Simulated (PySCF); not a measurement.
C₂H₅BF₂O, SMILES OCB(F)CF. Coordinates come from a r2SCAN-D4/def2-SVP optimisation. This is a generated structure with no PubChem entry under its InChIKey; it may be hypothetical. One conformer was computed; it need not be the lowest.

Computed equilibrium geometry at r2SCAN-D4/def2-SVP (PySCF confirms it by a frequency run) as bond lengths and angles (one conformer of several):
Atoms: O1 C2 B3 F4 C5 F6 H7 H8 H9 H10 H11. Bonded distances (Å): O1–C2 1.412, O1–H7 0.966, C2–B3 1.561, C2–H8 1.118, C2–H9 1.107, B3–F4 1.339, B3–C5 1.571, C5–F6 1.390, C5–H10 1.109, C5–H11 1.109. Angles (°): C2–O1–H7 107.6, O1–C2–B3 116.3, O1–C2–H8 112.8, O1–C2–H9 108.9, B3–C2–H8 106.7, B3–C2–H9 108.4, H8–C2–H9 102.8, C2–B3–F4 119.1, C2–B3–C5 123.4, F4–B3–C5 117.5, B3–C5–F6 111.4, B3–C5–H10 110.8, B3–C5–H11 110.5, F6–C5–H10 109.1, F6–C5–H11 109.2, H10–C5–H11 105.8.
